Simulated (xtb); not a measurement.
A geometry relaxed with xtb with GFN2-xTB, charge 0, multiplicity 1:

```xyz
6

H     -2.1870    -0.4820    -0.2145
O      1.6773    -0.3568     0.1920
Ga     0.0967     0.3217    -0.0018
Br    -0.0942     2.5669    -0.1068
H      1.7812    -1.3073     0.2386
O     -1.2741    -0.7425    -0.1075
```

**Question.** Write the SMILES of this molecule.

**Answer.** `[OH][Ga]([OH])[Br]`
